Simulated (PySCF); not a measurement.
# Peak assignment

Geometry:
```csv
atom,x (Å),y (Å),z (Å)
C1,2.824,0.985,-0.162
C2,1.887,-0.159,-0.459
C3,1.351,-1.023,0.648
C4,0.422,-0.121,-0.115
C5,-0.187,1.075,0.586
C6,-1.472,0.664,1.304
C7,-2.463,0.048,0.323
C8,-1.838,-1.162,-0.365
C9,-0.553,-0.757,-1.086
H10,2.672,1.371,0.843
H11,2.673,1.799,-0.869
H12,3.858,0.651,-0.243
H13,2.132,-0.670,-1.385
H14,1.286,-2.090,0.490
H15,1.603,-0.751,1.662
H16,-0.416,1.849,-0.153
H17,0.512,1.499,1.307
H18,-1.230,-0.067,2.079
H19,-1.919,1.534,1.790
H20,-3.372,-0.251,0.849
H21,-2.739,0.790,-0.430
H22,-2.543,-1.595,-1.077
H23,-1.605,-1.922,0.384
H24,-0.099,-1.633,-1.554
H25,-0.793,-0.041,-1.877
```

Computational details: NMR shieldings at PBE0/pcSseg-1/GIAO, GFN2-xTB geometry, in PySCF (a single conformation, in vacuum, equivalent nuclei averaged, non-relativistic).

Referencing at the same level of theory: 13C (σ = 186.93 ppm) and 1H (σ = 31.72 ppm) vs TMS.

Q: Assign these signals to the numbered atoms. 13C{1H} NMR (computed): δ 41.2, 33.9, 31.1, 29.6, 29.6, 25.2, 21.7, 20.8, 16.0.

A: 
41.2 → C9, sp3 CH2 in a ring: a saturated carbon with 2 carbon neighbours and no heteroatom attached
33.9 → C5, sp3 CH2 in a ring
31.1 → C7, sp3 CH2 in a ring
29.6 → C6, sp3 CH2 in a ring
29.6 → C8, sp3 CH2 in a ring
25.2 → C4, three-membered-ring carbon: carbons of three-membered rings are unusually shielded
21.7 → C2, three-membered-ring carbon
20.8 → C3, three-membered-ring carbon
16.0 → C1, methyl carbon: saturated and bonded to C and H only

C7 and C6; C6 and C8; C2 and C3 lie closer than the usual error of such a calculation, so a measured spectrum could show them in the other order.

Q: Assign these signals to the numbered atoms. 1H NMR (300 MHz, computed): δ 1.83 (m, 1H), 1.76 (m, 1H), 1.73 (m, 1H), 1.66 (m, 1H), 1.56 (m, 1H), 1.43 (m, 1H), 1.40 (m, 1H), 1.23 (m, 1H), 1.12 (d, 3H), 1.09 (m, 1H), 0.71 (m, 1H), 0.49 (m, 1H), 0.37 (m, 1H), -0.22 (m, 1H).

A: 
```tsv
δ (ppm)	atoms	environment	reason
1.83	H20	hydrogen on an sp3 CH2 in a ring	far from electronegative atoms and π systems
1.76	H19	hydrogen on an sp3 CH2 in a ring	–
1.73	H25	hydrogen on an sp3 CH2 in a ring	–
1.66	H22	hydrogen on an sp3 CH2 in a ring	–
1.56	H16	hydrogen on an sp3 CH2 in a ring	–
1.43	H23	hydrogen on an sp3 CH2 in a ring	–
1.40	H18	hydrogen on an sp3 CH2 in a ring	–
1.23	H21	hydrogen on an sp3 CH2 in a ring	–
1.12	H10/H11/H12	hydrogen on a methyl carbon	far from electronegative atoms and π systems
1.09	H17	hydrogen on an sp3 CH2 in a ring	far from electronegative atoms and π systems
0.71	H24	hydrogen on an sp3 CH2 in a ring	–
0.49	H13	hydrogen on a three-membered-ring carbon	cyclopropane-type protons are shielded by the ring
0.37	H14	hydrogen on a three-membered-ring carbon	–
-0.22	H15	hydrogen on a three-membered-ring carbon	–
```

H20 and H19; H19 and H25; H25 and H22; H22 and H16; H23 and H18; H21 and H10/H11/H12; H10/H11/H12 and H17 lie closer than the usual error of such a calculation, so a measured spectrum could show them in the other order.

Shifts are as computed. Against solution values, carbons near 30 ppm lie about +3 ppm off and those near 130 ppm about +5 ppm. Of 1211 compounds with measured shifts, 218 miss one by over three times the rms of a fit or turn the order of signals round; such compounds aren't used in these exercises. Multiplicities follow the n + 1 count of equivalent neighbours, as no J values were calculated; m marks all less simple cases, F and P coupling included.
